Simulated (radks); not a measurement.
Dispersion coefficients C6 (hartree bohr^6) between ground-configuration atoms and ions, from the Casimir-Polder integral (3/pi) of alpha_A(iw) alpha_B(iw). Method: scalar-relativistic Kohn-Sham, LB94 model potential, spin-unpolarised, spherical densities, finite nucleus; Fermi nuclear charge, rms radius of each element as measured or else 0.836 A^(1/3) + 0.57 fm; computed with a radial shooting solver on a logarithmic mesh with Libxc functionals. Response by self-consistent Sternheimer equations with the Hartree and adiabatic LDA kernel, the relativistic mass of each level held fixed and spin-orbit coupling left out. For heavy and open-shell atoms this level of theory can miss by tens of per cent.

\begin{tabular}{lrrrrrrrrr}
C6 & Ni & Cu+ & Zn2+ & Ga3+ & Ge4+ & As5+ & Se6+ & Br7+ & Kr8+ \\ \hline
Ni & 243.7 &  &  &  &  &  &  &  &  \\
Cu+ & 61.78 & 19.56 &  &  &  &  &  &  &  \\
Zn2+ & 32.00 & 11.29 & 6.856 &  &  &  &  &  &  \\
Ga3+ & 18.97 & 7.208 & 4.535 & 3.082 &  &  &  &  &  \\
Ge4+ & 12.31 & 4.925 & 3.180 & 2.207 & 1.608 &  &  &  &  \\
As5+ & 8.505 & 3.535 & 2.328 & 1.643 & 1.213 & 0.9261 &  &  &  \\
Se6+ & 6.157 & 2.633 & 1.761 & 1.259 & 0.9406 & 0.7250 & 0.5724 &  &  \\
Br7+ & 4.616 & 2.019 & 1.367 & 0.9882 & 0.7451 & 0.5791 & 0.4605 & 0.3729 &  \\
Kr8+ & 3.558 & 1.584 & 1.084 & 0.7902 & 0.6006 & 0.4702 & 0.3763 & 0.3064 & 0.2531 \\
\end{tabular}

Static polarisabilities (bohr^3): Ni ([Ar] 3d8 4s2) 34.67, Cu+ ([Ar] 3d10) 5.923, Zn2+ ([Ar] 3d10) 2.564, Ga3+ ([Ar] 3d10) 1.375, Ge4+ ([Ar] 3d10) 0.8372, As5+ ([Ar] 3d10) 0.5537, Se6+ ([Ar] 3d10) 0.3882, Br7+ ([Ar] 3d10) 0.2840, Kr8+ ([Ar] 3d10) 0.2147. The combination rule 2 Ca Cb / ((alpha_b/alpha_a) Ca + (alpha_a/alpha_b) Cb) gives 3.087 for As5+-Cu+, against 3.535 from the integral.
